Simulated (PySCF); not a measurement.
CHNO, charge -1, doublet, at a GFN2-xTB geometry (a state made from the parent by changing its charge; the spin is typed, not shown lowest) (in this run its highest filled SCF level lies above zero, so its values depend strongly on the basis, on diffuse functions most of all). Base run: PySCF with PBE/def2-SV(P).

Here is a job for PySCF.
```python
from pyscf import gto, scf, dft

mol = gto.M(
    atom='''
N    -1.10932296    0.26809662    0.17063078
C     0.07399388   -0.27621871    0.20499431
O     1.13555407   -0.00065511   -0.40397735
H    -1.76313503   -0.21412318    0.80743747
''',
    basis='def2-sv(p)',
    charge=-1,
    spin=1,
    verbose=4,
)

mf = dft.UKS(mol)
mf.xc = 'pbe'
mf.kernel()
mo_i, mo_e, stable_i, stable_e = mf.stability(internal=True, external=False, return_status=True, nroots=6, tol=1e-6)
print('internally stable:', stable_i, ' externally stable:', stable_e)
if not stable_i:
    umf = mf.copy()
    umf.scf_summary = {}
    umf.kernel(umf.make_rdm1(mo_i, mf.mo_occ))
mf.analyze()
```

The bond that is stretched is that between atoms 4 and 1. A test that says stable can miss a lower solution.

The base run was repeated with changes; each row names its change, and settings that it needs were set with it.

| change | ΔE vs base (mEh) | <S^2> | stability test says |
|---|---|---|---|
| base | 0.000 | 0.751 | internally stable (external not tested) |
| bond × 1.25 | 23.818 | 0.752 | internally stable (external not tested) |
| bond × 1.5 | 53.012 | 0.764 | internally stable (external not tested) |
| bond × 1.8 | 67.450 | 0.773 | internally stable (external not tested) |
| bond × 2.2 | 72.512 | 0.754 | internally stable (external not tested) |
| bond × 3.0 | 77.443 | 0.753 | internally stable (external not tested) |

On stretching, the SCF can end on different states; <S^2> shows the spin contamination of each.
